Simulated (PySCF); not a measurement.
CTe2, SMILES C(=[Te])=[Te].

The structure is a stationary point at B3LYP-D3(BJ)/def2-TZVP. The def2 effective core potentials stand for the cores of Te; spin–orbit coupling is left out.

Two levels are set side by side: PBE/def2-TZVPD (PySCF) and B3LYP/def2-TZVPD (PySCF). Same geometry, gas phase. Differences are taken from unrounded values.

| quantity | B3LYP |
|---|---|
| orbital gap (eV) | 3.55 |
| highest occupied level (eV) | -6.33 |
| lowest empty level (eV) | -2.78 |
| mean polarisability (bohr³) | 110.2 |

Question: What does PBE give, and how far is it from B3LYP? (Estimate from the structure and the level; the computed values follow.)

Answer: 
| quantity | PBE | PBE minus B3LYP |
|---|---|---|
| orbital gap (eV) | 2.45 | -1.10 |
| highest occupied level (eV) | -5.69 | 0.64 |
| lowest empty level (eV) | -3.24 | -0.46 |
| mean polarisability (bohr³) | 110.3 | 0.2 |

Without exact exchange PBE keeps part of each electron's self-repulsion, which lifts occupied levels and narrows the gap. Differences between two approximate levels are no errors against the true value.

Rough cost on one machine, each run with all the roots and properties that it gave: B3LYP against PBE within a factor of 2.
